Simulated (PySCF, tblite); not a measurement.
Isomers of C3H2F3O (doublet state), one GFN2-xTB conformer each. Single-point energies are computed at B3LYP/pcH-1 (PySCF, gas phase, no added dispersion term), electronic only. GFN2-xTB treats the open shell by occupation alone, and not every SCF solution was tested for stability.

Question: Rank them by B3LYP/pcH-1 energy, lowest first (kcal/mol).
A. `[F:1][C:2]([F:3])[C@:4]1([F:5])[CH2:6][O:7]1` (doublet state) with F1–C2–C4–F5 34°
B. `[F:1][CH:2]([F:3])[C@@:4]1([F:5])[CH:6][O:7]1` (doublet state) with F1–C2–C4–F5 -76°

Answer: A (0.0), B (3.2).

Neighbours under 5.0 kcal/mol apart (F[C](F)[C@]1(F)CO1 and FC(F)[C@@]1(F)[CH]O1) can change places with a better method, another conformer or zero-point energy. GFN2-xTB itself gives, in the same order: 0.0, 8.5. Both levels put the same isomer lowest.

Question: What happens when harmonic zero-point energies from GFN2-xTB frequencies are added?

Answer: 
```
              SMILES  ZPE (kcal/mol)  electronic (kcal/mol)  with ZPE (kcal/mol)
  F[C](F)[C@]1(F)CO1            29.7                    0.0                  0.0
FC(F)[C@@]1(F)[CH]O1            29.6                    3.2                  3.1
```

The zero-point energies span 0.1 kcal/mol. The order is unchanged.
